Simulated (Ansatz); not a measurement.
H$_{2}$BN, charge -1, doublet, at the geometry of the source list (a state made from the parent by changing its charge; the spin is typed, not shown lowest) (a gas-phase anion, which may not be bound at this level). Base run: B3LYP/cc-pVTZ run with Ansatz (a program for electronic structure).

Here is a job for Ansatz.
Ansatz 0.2 input:
```yaml
crystal:
  periodic: [false, false, false]
  atoms:
    - {symbol: B, position_ang: [0.58170000, 0.00950000, 0.01690000]}
    - {symbol: N, position_ang: [-0.65700000, -0.01990000, -0.02030000]}
    - {symbol: H, position_ang: [1.72010000, 0.03420000, 0.05090000]}
    - {symbol: H, position_ang: [-1.64480000, -0.02380000, -0.04750000]}
basis:
  gaussian:
    orbitals: cc-pVTZ
hamiltonian:
  xc: b3lyp
total_charge: -1
magnetization: {spin_polarized: true, initial_magnetization: 1}
```

The base run was repeated with changes; each row names its change, and settings that it needs were set with it.

| change | ΔE vs base (mEh) |
|---|---|
| base | 0.000 |
| point_charge = charge:0.5 position_ang:-2.7877, -2.8544, 2.524 | -60.626 |
| final_grid = 4, 8, 17 | -0.022 |
| final_grid = 14, 28, 59 | 0.005 |
| nuclear_model = gaussian | 0.008 |
| forces = on | 0.000 |
| lower_state_search = off | 0.000 |
| fitting.mean_field = cc-pVTZ-JKFIT | -0.027 |
| final_grid = 10, 20, 41 | 0.004 |
| fitting.mean_field = def2-universal-JKFIT | -0.038 |
| point_charge = charge:1.0 position_ang:-2.2448, -4.1432, -0.2907 | -122.4 |

A gas-phase anion may not be bound at this level; its values then depend on the basis.
